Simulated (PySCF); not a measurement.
**Polarisability and C₆ of Nb⁺ (niobium, charge +1)**

[Kr] 4d4, high-spin 5D determinant. Computed with PySCF 2.14 in aug-cc-pwCVTZ-PP with ECP28MDF, with scalar relativity through the core potential. Coupled (time-dependent) response in atomic units; α is the mean over directions.

```json
{"method": "UHF", "mean α (bohr³)": "23.28", "α xx, yy, zz": "20.45, 20.45, 28.94", "C₆ (like pair)": "148.1", "S(−4)": "401.6"}
{"method": "PBE", "mean α (bohr³)": "28.81", "α xx, yy, zz": "24.68, 24.68, 37.05", "C₆ (like pair)": "188.4", "S(−4)": "700.2"}
```

S(−4) is the Cauchy moment in α(ω) = α(0) + S(−4) ω² + …

Spin-orbit coupling is absent.

α(iu) at UHF:

| u (hartree) | α(iu) (bohr³) |
| --- | --- |
| 0 | 23.28 |
| 0.0500 | 22.35 |
| 0.100 | 20.17 |
| 0.200 | 15.66 |
| 0.300 | 12.48 |
| 0.500 | 8.686 |
| 0.750 | 6.090 |
| 1.00 | 4.543 |
| 1.50 | 2.806 |
| 2.00 | 1.887 |
| 3.00 | 1.002 |
| 5.00 | 0.4102 |

A single London oscillator, α(iu) = α/(1 + u²/ω²), gives C₆ = (3/4) ω α². Matching the computed C₆ needs ω = 4 × 148.1 / (3 × 23.28²) = 0.364 hartree.

For an ion, C₆ is the dispersion term alone; charge-induced terms of lower order in 1/R come first.

The components differ because the open shell of this determinant is not spherical; for a pure term their mean is the scalar polarisability.

Energies and moments cover only the electrons outside the core potential.
